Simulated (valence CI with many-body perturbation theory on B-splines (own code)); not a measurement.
## E1 transitions of V¹⁸⁺

Computed by relativistic CI+MBPT: three valence electrons over a frozen Dirac-Fock core [He], radial functions for each j: 11 s, 11 p, 10 d, 8 f, 5 g, 2 h, with the one-electron correlation potential Σ1, the two-electron term Σ2, the three-electron term Σ3, Breit, model QED; selected CI, second order for the rest, scaled by the run's own slope (own B-spline code, finite nucleus).

No measured levels were compared; by estimate levels of excited configurations hold to 0.05 to 0.15 % of their energy, terms of the ground configuration to about 0.5 %.

Lines 51 to 100 of 587 in falling wavelength, among levels below 1126.0 eV, chosen from the strongest by gf and those to the six lowest levels. Wavelengths and rates use the calculated energies, so an error of 600 cm⁻¹ moves a line at 134.6 nm by 0.81 % and its rate by three times that or more. Electric multipoles are in the length gauge, E1 and E2 with the static RPA response of the core. Weak lines are less certain than strong ones. Lines between different terms over intervals too small for the method are left out, as are lines whose strength nearly cancels. Where a level lies close to another of its J and parity, the split of strength between their lines is uncertain. The highest levels of a list are the least certain.

Names give the largest LS component (configuration and term), which can be under half, so a name can repeat, a term be missing and a line seem to break the LS rules; names also repeat where a configuration has a term twice. Letters in brackets count levels of one name in rising energy.

```
λ vac (nm)                 Upper                 Lower   A (s⁻¹)  S (a.u.) with core polarisation  S without
     134.6       2s 2p 4p 4P_1/2      2s 2p 4s 4P°_3/2  2.84e+08                         6.83e-01   6.83e-01
     134.4       2s 2p 4p 4S_3/2      2s 2p 4s 4P°_5/2  1.75e+08                         8.41e-01   8.41e-01
     130.9   2s 2p 4p 2S_1/2 [b]  2s 2p 4s 2P°_1/2 [b]  2.49e+08                         5.50e-01   5.50e-01
     128.2   2s 2p 4p 2S_1/2 [a]  2s 2p 4s 2P°_3/2 [a]  4.24e+08                         8.82e-01   8.82e-01
     86.12         2p2 3d 4F_9/2        2p2 3p 4D°_7/2  3.65e+08                         1.15e+00   1.15e+00
     85.41      2s 2p 3d 4D°_7/2       2s 2p 3p 4P_5/2  1.91e+08                         4.70e-01   4.70e-01
     82.59         2p2 3d 4F_7/2        2p2 3p 4D°_5/2  3.99e+08                         8.87e-01   8.87e-01
     82.58         2p2 3d 2G_9/2        2p2 3p 2F°_7/2  4.59e+08                         1.28e+00   1.28e+00
     82.50        2p2 3p 2F°_5/2         2p2 3s 2D_3/2  4.18e+08                         6.94e-01   6.95e-01
     82.13      2s 2p 3d 4F°_9/2       2s 2p 3p 4D_7/2  3.68e+08                         1.01e+00   1.01e+00
     81.73         2p2 3d 2G_7/2        2p2 3p 2F°_5/2  4.38e+08                         9.43e-01   9.44e-01
     79.34         2p2 3d 4F_5/2        2p2 3p 4D°_3/2  4.19e+08                         6.20e-01   6.20e-01
     79.17     2p2 3d 2D_5/2 [d]    2p2 3p 2P°_3/2 [c]  4.97e+08                         7.31e-01   7.31e-01
     78.95      2s 2p 3d 4F°_7/2       2s 2p 3p 4D_5/2  3.90e+08                         7.58e-01   7.58e-01
     78.41     2p2 3d 2F_5/2 [b]    2p2 3p 2D°_3/2 [a]  3.73e+08                         5.33e-01   5.33e-01
     77.71     2p2 3d 2F_7/2 [a]    2p2 3p 2D°_5/2 [a]  4.16e+08                         7.71e-01   7.71e-01
     76.82  2s 2p 3d 2F°_7/2 [b]   2s 2p 3p 2D_5/2 [b]  3.80e+08                         6.80e-01   6.80e-01
     76.51    2p2 3p 2D°_5/2 [a]         2p2 3s 2P_3/2  3.10e+08                         4.11e-01   4.11e-01
     76.49         2p2 3d 4D_7/2        2p2 3p 4P°_5/2  3.84e+08                         6.79e-01   6.79e-01
     75.81     2p2 3d 2F_5/2 [a]        2p2 3p 4P°_3/2  3.69e+08                         4.76e-01   4.76e-01
     75.61     2p2 3d 2F_7/2 [b]    2p2 3p 2D°_5/2 [b]  4.27e+08                         7.29e-01   7.29e-01
     75.21        2p2 3p 4P°_5/2         2p2 3s 4P_5/2  4.14e+08                         5.21e-01   5.22e-01
     72.42      2s 2p 3d 4F°_5/2       2s 2p 3p 4D_3/2  3.76e+08                         4.23e-01   4.23e-01
     70.38     2p2 3d 2D_3/2 [c]    2p2 3p 2P°_1/2 [c]  5.90e+08                         4.06e-01   4.07e-01
     70.27        2p2 3p 4D°_3/2         2p2 3s 4P_1/2  5.56e+08                         3.81e-01   3.81e-01
     70.25        2p2 3p 4D°_7/2         2p2 3s 4P_5/2  8.17e+08                         1.12e+00   1.12e+00
     70.23  2s 2p 3d 2F°_5/2 [b]   2s 2p 3p 2D_3/2 [b]  3.44e+08                         3.52e-01   3.52e-01
     69.90        2p2 3p 4D°_5/2         2p2 3s 4P_3/2  7.39e+08                         7.47e-01   7.48e-01
     69.79        2p2 3p 2F°_7/2         2p2 3s 2D_5/2  8.94e+08                         1.20e+00   1.20e+00
     68.87  2s 2p 3d 2D°_5/2 [b]   2s 2p 3p 2P_3/2 [b]  3.74e+08                         3.61e-01   3.61e-01
     67.97  2s 2p 3d 2D°_5/2 [a]       2s 2p 3p 4S_3/2  3.20e+08                         2.97e-01   2.97e-01
     67.68         2s2 3d 2D_5/2        2s2 3p 2P°_3/2  5.85e+08                         5.37e-01   5.37e-01
     67.65  2s 2p 3d 4P°_5/2 [a]   2s 2p 3p 2P_3/2 [a]  4.00e+08                         3.67e-01   3.67e-01
     63.67   2s 2p 3p 2D_5/2 [a]  2s 2p 3s 2P°_3/2 [a]  7.78e+08                         5.94e-01   5.95e-01
     62.67       2s 2p 3p 4D_7/2      2s 2p 3s 4P°_5/2  1.00e+09                         9.72e-01   9.72e-01
     62.00         2s2 3d 2D_3/2        2s2 3p 2P°_1/2  6.23e+08                         2.93e-01   2.93e-01
     61.39   2s 2p 3p 2D_5/2 [b]  2s 2p 3s 2P°_3/2 [b]  5.65e+08                         3.87e-01   3.87e-01
     60.86       2s 2p 3p 4D_5/2      2s 2p 3s 4P°_3/2  9.60e+08                         6.41e-01   6.41e-01
     60.38     2p2 3d 2D_5/2 [a]        2p2 3p 4S°_3/2  4.46e+08                         2.91e-01   2.91e-01
     59.79    2p2 3p 2P°_3/2 [c]         2p2 3s 2S_1/2  6.68e+08                         2.82e-01   2.82e-01
     59.55  2s 2p 3d 2F°_5/2 [a]   2s 2p 3p 2D_3/2 [a]  4.21e+08                         2.63e-01   2.63e-01
     59.26         2p2 3d 4P_5/2        2p2 3p 4P°_5/2  4.62e+08                         2.85e-01   2.85e-01
     59.07    2p2 3p 2D°_3/2 [b]         2p2 3s 2D_5/2  6.68e+08                         2.72e-01   2.72e-01
     58.54  2s 2p 3d 2F°_7/2 [a]   2s 2p 3p 2D_5/2 [a]  9.32e+08                         7.38e-01   7.38e-01
     58.28   2s 2p 3p 2P_3/2 [b]  2s 2p 3s 2P°_1/2 [b]  6.49e+08                         2.53e-01   2.53e-01
     57.68        2s2 3p 2P°_3/2         2s2 3s 2S_1/2  1.15e+09                         4.36e-01   4.36e-01
     56.53    2p2 3p 2D°_5/2 [b]         2p2 3s 2D_5/2  1.09e+09                         5.83e-01   5.83e-01
     56.49  2s 2p 3d 2F°_5/2 [a]       2s 2p 3p 4P_3/2  4.56e+08                         2.43e-01   2.43e-01
     55.80   2s 2p 3p 2P_3/2 [a]      2s 2p 3s 4P°_1/2  7.30e+08                         2.50e-01   2.51e-01
     53.16   2s 2p 3p 2D_3/2 [a]      2s 2p 3s 4P°_5/2  8.84e+08                         2.62e-01   2.62e-01
```
